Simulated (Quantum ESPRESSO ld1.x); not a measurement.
Input (ld1.x (Quantum ESPRESSO 7.5)):

```
 &input
    zed=51.0,
    iswitch=1,
    rel=2,
    dft='PZ',
    config='[Kr] 4d10 5s2',
    rel_dist='average',
    verbosity='high',
    lsmall=.true.,
    prefix='ld1',
    max_out_wfc=37,
    file_charge='ld1.rho',
 /
```

Command: `OMP_NUM_THREADS=1 ld1.x < ld1.in > ld1.out`

Standard output:

```
     Program LD1 v.7.5 starts

     --------------------------- All-electron run ----------------------------

     dirac relativistic calculation

     atomic number is 51.00
     dft =PZ   lsd =0 sic =0 latt =0  beta=0.20 tr2=1.0E-14
     Exchange-correlation= PZ
                           (   1   1   0   0   0   0   0)
     mesh =2069 r(mesh) = 100.70288 a.u. xmin = -8.00 dx = 0.00800
     1 Ry =  13.60569312 eV, c = 137.03599908

     n l j   nl                  e(Ry)          e(Ha)          e(eV)
     Spin orbit split results
     1 0 0.5 1S 1( 2.00)   -2225.563383734   -1112.781691867 -30280.3324249
     2 0 0.5 2S 1( 2.00)    -340.492029980    -170.246014990  -4632.6300707
     2 1 0.5 2P 1( 2.00)    -318.855899728    -159.427949864  -4338.2555221
     2 1 1.5 2P 1( 4.00)    -300.372948466    -150.186474233  -4086.7821593
     3 0 0.5 3S 1( 2.00)     -68.479576388     -34.239788194   -931.7121015
     3 1 0.5 3P 1( 2.00)     -59.621365544     -29.810682772   -811.1900032
     3 1 1.5 3P 1( 4.00)     -56.211583653     -28.105791827   -764.7975571
     4 0 0.5 4S 1( 2.00)     -13.082314702      -6.541157351   -177.9939592
     4 1 0.5 4P 1( 2.00)     -10.079793310      -5.039896655   -137.1425745
     4 1 1.5 4P 1( 4.00)      -9.440916415      -4.720458208   -128.4502115
     3 2 1.5 3D 1( 4.00)     -40.508675514     -20.254337757   -551.1486079
     3 2 2.5 3D 1( 6.00)     -39.799209967     -19.899604984   -541.4958373
     4 2 1.5 4D 1( 4.00)      -4.680502193      -2.340251096    -63.6814765
     4 2 2.5 4D 1( 6.00)      -4.587263764      -2.293631882    -62.4129031
     5 0 0.5 5S 1( 2.00)      -2.894950383      -1.447475191    -39.3878065
     Averaged results
     1 0     1S 1( 2.00)   -2225.563383734   -1112.781691867 -30280.3324249
     2 0     2S 1( 2.00)    -340.492029980    -170.246014990  -4632.6300707
     2 1     2P 1( 6.00)    -306.533932220    -153.266966110  -4170.6066136
     3 0     3S 1( 2.00)     -68.479576388     -34.239788194   -931.7121015
     3 1     3P 1( 6.00)     -57.348177617     -28.674088808   -780.2617058
     4 0     4S 1( 2.00)     -13.082314702      -6.541157351   -177.9939592
     4 1     4P 1( 6.00)      -9.653875380      -4.826937690   -131.3476659
     3 2     3D 1(10.00)     -40.082996186     -20.041498093   -545.3569456
     4 2     4D 1(10.00)      -4.624559136      -2.312279568    -62.9203324
     5 0     5S 1( 2.00)      -2.894950383      -1.447475191    -39.3878065

     final scf error:  6.7E-15 reached in  20 iterations

     Etot =  -12952.372483 Ry,   -6476.186242 Ha, -176226.005220 eV

     Ekin =   13665.005494 Ry,    6832.502747 Ha,  185921.871271 eV
     Encl =  -31359.202875 Ry,  -15679.601438 Ha, -426663.690904 eV
     Eh   =    5070.241600 Ry,    2535.120800 Ha,   68984.151275 eV
     Exc  =    -328.416702 Ry,    -164.208351 Ha,   -4468.336862 eV

     normalization and overlap integrals

     s(1S/1S) =  1.000000  <r> =   0.0284  <r2> =    0.0011  r(max) =   0.0184
     LC norm =  0.96490011 + SC norm =  0.03509989 =  1.00000000
     s(1S/2S) =  0.000000
     s(1S/3S) = -0.000000
     s(1S/4S) =  0.000000
     s(1S/5S) =  0.000000
     s(2S/2S) =  1.000000  <r> =   0.1223  <r2> =    0.0177  r(max) =   0.1035
     LC norm =  0.99254646 + SC norm =  0.00745354 =  1.00000000
     s(2S/3S) =  0.000000
     s(2S/4S) =  0.000000
     s(2S/5S) =  0.000000
     s(2P/2P) =  1.000000  <r> =   0.1033  <r2> =    0.0131  r(max) =   0.0802
     LC norm =  0.99251528 + SC norm =  0.00748472 =  1.00000000
     s(2P/3P) =  0.000000
     s(2P/4P) =  0.000000
     s(2P/2P) =  1.000000  <r> =   0.1088  <r2> =    0.0144  r(max) =   0.0848
     LC norm =  0.99286772 + SC norm =  0.00713228 =  1.00000000
     s(2P/3P) =  0.000000
     s(2P/4P) = -0.000000
     s(3S/3S) =  1.000000  <r> =   0.3308  <r2> =    0.1252  r(max) =   0.3000
     LC norm =  0.99782992 + SC norm =  0.00217008 =  1.00000000
     s(3S/4S) =  0.000000
     s(3S/5S) =  0.000000
     s(3P/3P) =  1.000000  <r> =   0.3212  <r2> =    0.1199  r(max) =   0.2860
     LC norm =  0.99788321 + SC norm =  0.00211679 =  1.00000000
     s(3P/4P) =  0.000000
     s(3P/3P) =  1.000000  <r> =   0.3326  <r2> =    0.1283  r(max) =   0.2977
     LC norm =  0.99798005 + SC norm =  0.00201995 =  1.00000000
     s(3P/4P) =  0.000000
     s(4S/4S) =  1.000000  <r> =   0.7903  <r2> =    0.7070  r(max) =   0.7234
     LC norm =  0.99939659 + SC norm =  0.00060341 =  1.00000000
     s(4S/5S) =  0.000000
     s(4P/4P) =  1.000000  <r> =   0.8314  <r2> =    0.7897  r(max) =   0.7469
     LC norm =  0.99945770 + SC norm =  0.00054230 =  1.00000000
     s(4P/4P) =  1.000000  <r> =   0.8609  <r2> =    0.8466  r(max) =   0.7712
     LC norm =  0.99948837 + SC norm =  0.00051163 =  1.00000000
     s(3D/3D) =  1.000000  <r> =   0.3035  <r2> =    0.1094  r(max) =   0.2418
     LC norm =  0.99809436 + SC norm =  0.00190564 =  1.00000000
     s(3D/4D) =  0.000000
     s(3D/3D) =  1.000000  <r> =   0.3071  <r2> =    0.1118  r(max) =   0.2457
     LC norm =  0.99812260 + SC norm =  0.00187740 =  1.00000000
     s(3D/4D) = -0.000000
     s(4D/4D) =  1.000000  <r> =   1.0140  <r2> =    1.2101  r(max) =   0.8421
     LC norm =  0.99963151 + SC norm =  0.00036849 =  1.00000000
     s(4D/4D) =  1.000000  <r> =   1.0266  <r2> =    1.2404  r(max) =   0.8489
     LC norm =  0.99963942 + SC norm =  0.00036058 =  1.00000000
     s(5S/5S) =  1.000000  <r> =   2.0130  <r2> =    4.5397  r(max) =   1.8007
     LC norm =  0.99988989 + SC norm =  0.00011011 =  1.00000000

     LC charge = 47.82765851 + SC charge =  0.17234149 = 48.00000000

     ------------------------ End of All-electron run ------------------------
```

Run on one thread of a shared host, so times are rough (Intel(R) Xeon(R) Processor @ 2.60GHz): 0.63 s of CPU time, 1.4 s wall, 20 iterations on 2069 mesh points.
